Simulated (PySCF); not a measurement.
A series of derivatives of cyclopentane

Parent skeleton `[CH2:1]1[CH2:2][CH2:3][CH2:4][CH2:5]1`; one hydrogen on atom 1 is replaced by X. Hydrogens on one atom are averaged.

[PySCF 2.14: GIAO PBE0/pcSseg-1 shieldings; coordinates at the GFN2-xTB level; equivalent nuclei averaged; no relativistic terms; gas phase; one computed conformer]

Referencing at the same level of theory: ¹³C (186.93 ppm) and ¹H (31.72 ppm) vs TMS.

Parent (X = H): C1 28.9, C2/C5 28.9, C3/C4 28.9, H(C1) 1.59, H(C2)/H(C5) 1.59, H(C3)/H(C4) 1.59 ppm. Effects are Δδ = δ(X) − δ(H), positive for deshielding.

Q: Give Δδ (ppm) for X = CHCl2, COCF3, C2H5.

A: 
```
    X                SMILES     C1  C2/C5  C3/C4  H(C1)  H(C2)/H(C5)  H(C3)/H(C4)
CHCl2        ClC(Cl)C1CCCC1  +28.6   +6.2   +0.9  +0.91        +0.04        +0.11
COCF3  O=C(C1CCCC1)C(F)(F)F  +18.0   +4.4   +3.0  +1.76        +0.37        +0.13
 C2H5             CCC1CCCC1  +16.0   +6.9   +1.4  +0.01        -0.11        +0.02
```

Q: Which position responds most, and to which substituents?

A: H(C1): from +0.01 ppm with C2H5 to +1.76 ppm with COCF3.
